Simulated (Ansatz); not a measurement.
`[F][In]([F])[SH]` and `[F][In]([F])[Cl]` differ in one atom or group.

Ansatz, PBE0-D4/def2-TZVP geometries, multiplicity 1. Each molecule was computed in one conformer, which needn't be the lowest.

Elements past krypton have def2 core potentials.

| property | `[F][In]([F])[SH]` |
| --- | --- |
| HOMO–LUMO gap (B3LYP/def2-TZVPP) / eV | 5.32 |
| ideal-gas entropy at 298 K and 1 bar (rigid rotor, harmonic PBE0-D4/def2-TZVP) / J/(mol·K) | 346 |
| LUMO energy (ωB97M-V/def2-TZVPP) / eV | -0.69 |
| HOMO–LUMO gap (PBE0/def2-TZVPP) / eV | 5.91 |
| HOMO–LUMO gap (PBE/def2-TZVPP) / eV | 3.74 |
| LUMO energy (PBE0/def2-TZVPP) / eV | -2.65 |

Problem. What does the change do to each property? (Estimate.)

Solution. The calculation gave: 
```tsv
property	`[F][In]([F])[Cl]`	shift
HOMO–LUMO gap (B3LYP/def2-TZVPP) / eV	6.07	0.75
ideal-gas entropy at 298 K and 1 bar (rigid rotor, harmonic PBE0-D4/def2-TZVP) / J/(mol·K)	329	-17
LUMO energy (ωB97M-V/def2-TZVPP) / eV	-1.16	-0.47
HOMO–LUMO gap (PBE0/def2-TZVPP) / eV	6.72	0.81
HOMO–LUMO gap (PBE/def2-TZVPP) / eV	4.32	0.58
LUMO energy (PBE0/def2-TZVPP) / eV	-3.18	-0.53
```

With PBE0 the HOMO falls by 1.34 eV and the LUMO falls by 0.53 eV, so the gap widens by about 0.81 eV. PBE moves the HOMO by -1.13 eV and ωB97M-V by -1.45 eV. The zero-point energy changes by -21.5 kJ/mol with -3 modes.

B3LYP here is the variant with VWN-RPA as its local correlation; programs differ in this.
